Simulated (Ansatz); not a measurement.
`CC[Se]BF` and `CCOBF` differ in one element.

Ansatz, PBE0-D4/def2-TZVP geometries, multiplicity 1. Each molecule was computed in one conformer, which needn't be the lowest.

Scalar relativity is left out up to krypton.

```tsv
property	`CC[Se]BF`
LUMO energy (B3LYP/def2-TZVPP) / eV	-0.81
LUMO energy (PBE0/def2-TZVPP) / eV	-0.60
HOMO energy (PBE/def2-TZVPP) / eV	-6.14
size of the dipole moment (B3LYP/def2-TZVPP) / D	1.41
HOMO energy (ωB97M-V/def2-TZVPP) / eV	-9.36
size of the dipole moment (PBE/def2-TZVPP) / D	1.52
```

Give the same properties after the change, and the shifts. (Estimate.)

The calculation gave: 
```
                                        property  `CCOBF`  shift
             LUMO energy (B3LYP/def2-TZVPP) / eV     0.11   0.92
              LUMO energy (PBE0/def2-TZVPP) / eV     0.39   0.99
               HOMO energy (PBE/def2-TZVPP) / eV    -7.63  -1.49
size of the dipole moment (B3LYP/def2-TZVPP) / D     2.67   1.26
           HOMO energy (ωB97M-V/def2-TZVPP) / eV   -11.55  -2.19
  size of the dipole moment (PBE/def2-TZVPP) / D     2.54   1.02
```

With PBE0 the HOMO falls by 1.93 eV and the LUMO rises by 0.99 eV, so the gap widens by about 2.92 eV. PBE moves the HOMO by -1.49 eV and ωB97M-V by -2.19 eV. Dipoles are sizes alone; their direction can turn.

B3LYP here is the variant with VWN-RPA as its local correlation; programs differ in this.

Spin–orbit coupling is left out; it splits and shifts lone-pair levels of the heavy atoms by tenths of an eV.
